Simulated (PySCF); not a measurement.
In(H)2(nPr) (C3H9In), SMILES [CH2]([InH2])CC.

Geometry optimised at PBE-D3(BJ)/def2-SVP. The structure was generated by enumeration; whether it is a known compound was not checked. The def2 effective core potentials stand for the cores of In; spin–orbit coupling is left out. One conformer was computed; it need not be the lowest.

Method: TDDFT-CAM-B3LYP/def2-SVPD (PySCF).

Vertical excitations.  State labels are in the subgroup Cs.

```
state  symmetry  energy (eV)  λ (nm)      f                                                                 main pairs
-----  --------  -----------  ------  -----  -------------------------------------------------------------------------
S1           A"         4.30     288  0.001                                                             HOMO→LUMO 98 %
S2           A"         4.94     251  0.000                                                           HOMO−1→LUMO 99 %
S3           A'         6.41     193  0.155                                                           HOMO→LUMO+1 86 %
S4           A'         6.98     178  0.189                                                           HOMO→LUMO+2 71 %
S5           A'         7.22     172  0.015                                                           HOMO−2→LUMO 85 %
S6           A'         7.40     168  0.022                 HOMO−1→LUMO+1 44 %, HOMO−1→LUMO+2 20 %, HOMO−1→LUMO+3 15 %
S7           A'         7.42     167  0.172                     HOMO−1→LUMO+2 41 %, HOMO→LUMO+5 25 %, HOMO→LUMO+4 24 %
S8           A'         7.53     165  0.216  HOMO−1→LUMO+1 43 %, HOMO−1→LUMO+2 28 %, HOMO→LUMO+3 10 %, HOMO→LUMO+4 7 %
S9           A"         7.59     163  0.000                                                           HOMO−3→LUMO 93 %
S10          A'         7.61     163  0.176                                                           HOMO→LUMO+3 68 %
T1           A"         4.01     309      0                                                             HOMO→LUMO 97 %
T2           A"         4.52     275      0                                                           HOMO−1→LUMO 97 %
T3           A'         5.40     229      0                                         HOMO→LUMO+2 54 %, HOMO→LUMO+1 32 %
T4           A'         5.99     207      0                 HOMO−1→LUMO+2 60 %, HOMO−1→LUMO+1 12 %, HOMO−1→LUMO+3 10 %
```
Triplets are in the Tamm–Dancoff approximation, which puts them higher than full response would, so one can lie above its singlet here.
